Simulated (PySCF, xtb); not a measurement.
GaH3OSe2, SMILES [OH][Ga]([SeH])[SeH].

GFN2-xTB run with xtb at its own geometry gives an orbital gap of 3.11 eV and a dipole moment of 0.94 D.

The structure is a stationary point at B3LYP-D3(BJ)/def2-SVP. One conformer was computed; it need not be the lowest.

### Question
What does PBE/def2-TZVP run with PySCF give? (Estimate from the structure and the level; the computed values follow.)

### Answer
gap 4.05 eV (levels -6.13 and -2.08 eV), dipole 1.43 D.
